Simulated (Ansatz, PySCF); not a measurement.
The PySCF input:
```python
from pyscf import gto, scf, dft

mol = gto.Mole()
mol.atom = '''
    C    -0.50390000   -0.01360000    0.01140000
    S     1.12520000    0.78930000   -0.10180000
    H    -0.59580000   -0.52580000    0.96380000
    H    -1.23950000    0.78140000   -0.05410000
    H    -0.63110000   -0.70500000   -0.81550000
    H     1.84520000   -0.32630000   -0.00380000
'''
mol.basis = 'aug-cc-pvdz'
mol.spin = 2
mol.verbose = 4
mol.build()

mf = dft.UKS(mol)
mf.xc = 'revpbe'
mf.grids.atom_grid = (99, 590)
mf.grids.prune = None
mf.kernel()
```

Task: Give the equivalent Ansatz (a first-principles code) input.

Result: This is not unique; one that fits is 
Ansatz 0.2 input:
```yaml
crystal:
  periodic: [false, false, false]
  atoms:
    - {symbol: C, position_ang: [-0.50390000, -0.01360000, 0.01140000]}
    - {symbol: S, position_ang: [1.12520000, 0.78930000, -0.10180000]}
    - {symbol: H, position_ang: [-0.59580000, -0.52580000, 0.96380000]}
    - {symbol: H, position_ang: [-1.23950000, 0.78140000, -0.05410000]}
    - {symbol: H, position_ang: [-0.63110000, -0.70500000, -0.81550000]}
    - {symbol: H, position_ang: [1.84520000, -0.32630000, -0.00380000]}
basis:
  gaussian:
    orbitals: aug-cc-pVDZ
hamiltonian:
  xc: revpbe
magnetization: {spin_polarized: true, initial_magnetization: 2}
accuracy: high
```

Both were run: PySCF gave -438.443428 Eh and Ansatz -438.443428 Eh, 0.000 mEh apart.
